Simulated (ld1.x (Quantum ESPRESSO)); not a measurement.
# Which change was made? (Hf, TM)

ld1.x (Quantum ESPRESSO) 7.5 input, shortened:

```
&input
   title='Hf', zed=72., rel=1, dft='PBE', iswitch=3,
   config='[Xe] 4f14 5d2 5f-2 6s2 6p0'
 /
 &inputp
   pseudotype=2, tm=.true., lloc=-2, rcloc=2.30,
   nlcc=.false.
 /
4
6S  1  0   2.00   0.00  2.20  2.20  0.0
6P  2  1   0.00   0.00  3.00  3.00  0.0
5D  3  2   2.00   0.00  2.65  2.65  0.0
5F  4  3  -2.00  -0.20  2.40  2.40  0.0
 &test
   configts(1)='5d2 6s2 6p0'
 /
```

Cutoffs, loose and tight: the cutoffs (Ry, on a coarse ladder) from which the occupation-weighted sum of valence levels, in a spherical-Bessel basis at the reference potential, stays within 10 and 1 mRy of its value at 400 Ry. They do not see the model core or the augmentation charge, which bear on the density cutoff. Test errors are all-electron minus pseudo excitation energies from the reference, over the configurations 5d2 6s1 6p0; 5d2 6s0 6p0; 5d1 6s0 6p0; 5d2 6s1 6p1; 5d2 6s0 6p1; 5d1 6s2 6p0; 5d2 6s1.5 6p0; variants that change the core or the reference have their own tests. The largest error is taken over the tests solved by every variant that gives reliable tests at all, those not shown here included: 5d1 6s0 6p0; 5d1 6s2 6p0; 5d2 6s0 6p0; 5d2 6s1 6p0; 5d2 6s1.5 6p0.

The base gives: outcome: generated; cutoff, loose: 21 Ry; cutoff, tight: 30 Ry; bound ghosts: f; largest test error (meV): +304.

Q: After one change the result is: outcome: generated, misses its reference levels by 0.15 eV; cutoff, loose: 80 Ry; cutoff, tight: 140 Ry; bound ghosts: f; largest test error (meV): -663. Which change was it?
A. reference 5d2 6s1.5 6p0
B. local potential all-electron potential smoothed inside 3.52 bohr (lloc = -2)
C. core [Kr] 4d10 4f14, valence charge 12; reference 5s2 5p6 5d2 6s2 6p0; waves now 5p (bound): rc 2.25 bohr; 5d (bound): rc 3.05 bohr; 5f channel at -0.2 Ry: rc 2.40 bohr; 5s (bound): rc 1.35 bohr; local potential the s channel

A: C. The others give: reference 5d2 6s1.5 6p0 → outcome: generated; cutoff, loose: 21 Ry; cutoff, tight: 30 Ry; bound ghosts: f; largest test error (meV): +164 | local potential all-electron potential smoothed inside 3.52 bohr (lloc = -2) → outcome: generated; cutoff, loose: 21 Ry; cutoff, tight: 35 Ry; bound ghosts: none; largest test error (meV): +251.
